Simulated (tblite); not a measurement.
C4H13N3OSi.
SMILES with atom numbers: `[CH2:1]=[N:2][Si@:3]([OH:4])([NH:5][CH3:6])[N:7]([CH3:8])[CH3:9]` (hydrogens: H10, H11 on C1; H12 on O4; H13 on N5; H14, H15, H16 on C6; H17, H18, H19 on C8; H20, H21, H22 on C9)

Geometry (GFN2-xTB, Å), atoms numbered from 1 in this order:
```
atom  x, y, z in Å
C1    -1.0296    2.7507    0.2900
N2    -0.2662    1.7759    0.4436
Si3   -0.2962    0.1873   -0.2514
O4    -1.1872    0.1545   -1.6215
N5    -1.0090   -0.9581    0.8442
C6    -2.3939   -0.8813    1.2595
N7     1.3540   -0.1627   -0.5693
C8     1.7535   -1.1483   -1.5376
C9     2.3747    0.1026    0.4107
H10   -1.8636    2.7857   -0.4164
H11   -0.8700    3.6467    0.8871
H12   -1.3965   -0.6909   -2.0096
H13   -0.4229   -1.2637    1.6066
H14   -2.7338   -1.8619    1.5992
H15   -2.9960   -0.5760    0.4066
H16   -2.5549   -0.1563    2.0653
H17    2.6939   -0.8450   -2.0077
H18    1.9055   -2.1358   -1.0810
H19    0.9938   -1.2342   -2.3094
H20    2.5996   -0.7858    1.0159
H21    3.2962    0.4149   -0.0894
H22    2.0383    0.9011    1.0636
```

Level: GFN2-xTB in tblite, geometry and Hessian alike; calculated harmonic values, unscaled, isolated species. Against measured fundamentals such values can be off by several per cent, at times by over 20. One conformer, not necessarily the lowest.

Harmonic wavenumbers (cm⁻¹): 25.9, 55.8, 85.0, 90.8, 117.1, 143.0, 160.5, 172.0, 194.3, 203.9, 217.9, 241.1, 270.8, 309.7, 330.5, 337.8, 418.8, 510.2, 567.5, 654.0, 761.8, 789.0, 849.0, 892.1, 1002.8, 1047.4, 1059.3, 1065.2, 1093.5, 1111.2, 1127.1, 1140.2, 1153.2, 1219.4, 1317.4, 1362.4, 1410.7, 1417.8, 1422.6, 1450.2, 1480.4, 1488.3, 1490.3, 1500.7, 1502.3, 1511.0, 1761.2, 2866.8, 2870.1, 2875.6, 2904.9, 2938.3, 2942.2, 2955.8, 2966.0, 3027.9, 3036.2, 3058.0, 3450.7, 3672.3.

A = 1634, B = 1098, C = 929.2 MHz; mass 147.083 u (most abundant isotopes); point group C1, symmetry number 1.

**Question.** What is the zero-point energy?

**Answer.** ½Σν̃ = 39049 cm⁻¹ = 111.65 kcal/mol.

**Question.** Give the ideal-gas entropy at 500 K and 1 bar in the rigid-rotor, harmonic-oscillator model (classical rotation).

**Answer.** Translation 43.46, rotation 31.19, vibration 71.95: S = 146.6 cal/(mol K).

**Question.** And Cp and H(500 K) − H(0)?

**Answer.** Cp = 66.91 cal/(mol K), of which vibrations give 58.96 (their classical limit is 60 R = 119.2); H(500 K) − H(0) = 21.00 kcal/mol without the zero-point energy, 17.03 from vibrations.

**Question.** Which modes carry the vibrational entropy at 500 K?

**Answer.** 25.9 cm⁻¹: 7.15; 55.8 cm⁻¹: 5.62; 85.0 cm⁻¹: 4.79; 90.8 cm⁻¹: 4.66; 117.1 cm⁻¹: 4.16; 143.0 cm⁻¹: 3.77 cal/(mol K); the other 54 give 41.80 together.

**Question.** How do the functions run with temperature in this model?

**Answer.** 
| T (K) | S (cal/(mol K)) | Cp (cal/(mol K)) | H − H(0) (kcal/mol) | G − H(0) (kcal/mol) | ln q(vib) |
| --- | --- | --- | --- | --- | --- |
| 150 | 89.4 | 33.6 | 3.20 | -10.20 | 5.47 |
| 250 | 108.9 | 43.7 | 7.08 | -20.15 | 9.77 |
| 298.15 | 117.0 | 48.4 | 9.30 | -25.60 | 11.70 |
| 400 | 132.6 | 58.2 | 14.73 | -38.33 | 15.54 |
| 600 | 159.5 | 74.3 | 28.07 | -67.61 | 22.41 |
| 900 | 193.0 | 90.8 | 53.03 | -120.65 | 31.54 |

q(vib) and H(0) count from the zero-point level.

**Question.** Blend soft modes into free rotors: weight 1/[1 + (100 cm⁻¹/ν̃)⁴] for the oscillator and the rest for a rotor with moment μB/(μ + B), μ = h/(8π²ν), B = 10⁻⁴⁴ kg m². What vibrational entropy results?

**Answer.** 65.76 cal/(mol K) in place of 71.95, which changes −T·S at 500 K by +3.09 kcal/mol.

**Question.** What must be added to the electronic energy to get the Gibbs energy at 500 K and 1 bar?

**Answer.** ZPE + [H(500 K) − H(0)] − T·S = 111.65 + 21.00 − 73.30 = 59.35 kcal/mol.

Hindered rotation and anharmonicity are outside this model. Other conformers, if any are populated, would add a mixing term that is left out. The structure is chiral; the term R ln 2 for an equal mix with its mirror image is left out.

Hardware: one thread, Arm Neoverse N1 (aarch64) (shared host). Cost: 1.8 s of wall time. This covers the Hessian and the dipole derivatives.
